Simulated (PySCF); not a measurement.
H4MgOSi, SMILES [OH][Mg][SiH3]. Atoms are numbered in the order given.

```xyz
7

Mg     0.0000     0.0000    -0.7379
O      0.0000     0.0000    -2.5039
H      0.0000     0.0000    -3.4517
Si     0.0000     0.0000     1.8006
H      1.1914     0.6879     2.3763
H      0.0000    -1.3757     2.3763
H     -1.1914     0.6879     2.3763
```
Charge 0, spin multiplicity 1.

The structure is a stationary point at ωB97X-D3(BJ)/def2-TZVP. One conformer was computed; it need not be the lowest.

The numbers are results of HF/pcSseg-2 (PySCF), not measurements.

GIAO shieldings, no solvent; atoms alike by connectivity are averaged. δ = σ(ref) − σ: ¹⁷O against H2O (σ = 326.0 ppm); ¹H against TMS (σ = 31.98 ppm); ²⁹Si against TMS (σ = 383.2 ppm), references at their B3LYP-D3(BJ)/def2-TZVP geometries, non-relativistic.

```json
[
 {"atoms": "O2", "nucleus": "¹⁷O", "count": "1", "δ (ppm)": "(withheld)"},
 {"atoms": "H5, H6, H7", "nucleus": "¹H", "count": "3", "δ (ppm)": "2.97"},
 {"atoms": "H3", "nucleus": "¹H", "count": "1", "δ (ppm)": "(withheld)"},
 {"atoms": "Si4", "nucleus": "²⁹Si", "count": "1", "δ (ppm)": "-135.9"}
]
```

Some entries are withheld; supply them. (Estimate from the structure and the level; the computed values follow.)


- O2, δ (ppm): -15.0
- H3, δ (ppm): 0.78
